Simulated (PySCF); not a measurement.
Simulated outer-valence photoelectron spectrum of `C[Se](C)=O`. Theory: EOM-IP-CCSD/aug-cc-pVDZ in PySCF, restricted Hartree–Fock reference, frozen core, non-relativistic, gas phase, PBE0-D3(BJ)/def2-SVP geometry.

Each root has a Gaussian of 0.6 eV full width with its one-hole share as area; cross sections and vibrations are left out, and the highest printed point is 100.

```
ionisation energy (eV)  intensity
                   7.8          0
                   8.0          2
                   8.2         11
                   8.4         33
                   8.6         55
                   8.8         53
                   9.0         42
                   9.2         50
                   9.4         56
                   9.6         37
                   9.8         14
                  10.0          3
                  10.2          0
                  10.4          0
                  10.6          0
                  10.8          0
                  11.0          1
                  11.2          4
                  11.4         19
                  11.6         44
                  11.8         56
                  12.0         38
                  12.2         14
                  12.4          6
                  12.6         16
                  12.8         50
                  13.0         92
                  13.2        100
                  13.4         65
                  13.6         24
                  13.8          5
                  14.0          2
                  14.2          8
                  14.4         29
                  14.6         61
                  14.8         83
                  15.0         90
                  15.2         87
                  15.4         79
                  15.6         59
                  15.8         29
                  16.0          8
                  16.2          1
                  16.4          0
```

**Question.** Where are the maxima, and how many lines lie under the curve?

**Answer.** 5 maxima, at 8.7, 9.4, 11.8, 13.1 and 15.0 eV, from 8 lines. At this width some lines have no maximum of their own.

**Question.** List the lines with their holes.

**Answer.** 
| E (eV) | leading hole (HF orbital) | area | Koopmans (eV) |
| --- | --- | --- | --- |
| 8.66 | HOMO | 0.95 | 9.93 |
| 9.37 | HOMO-1 | 0.94 | 10.94 |
| 11.78 | HOMO-2 | 0.94 | 13.11 |
| 13.03 | HOMO-3 | 0.94 | 14.33 |
| 13.23 | HOMO-4 | 0.95 | 14.36 |
| 14.71 | HOMO-5 | 0.95 | 15.88 |
| 15.09 | HOMO-6 | 0.94 | 16.32 |
| 15.50 | HOMO-7 | 0.94 | 16.74 |

The widest gap, 2.41 eV, lies between 9.37 and 11.78 eV. Only orbitals with −ε under 21 eV, eight at most, were ionised, so the high end of the curve may lack lines.
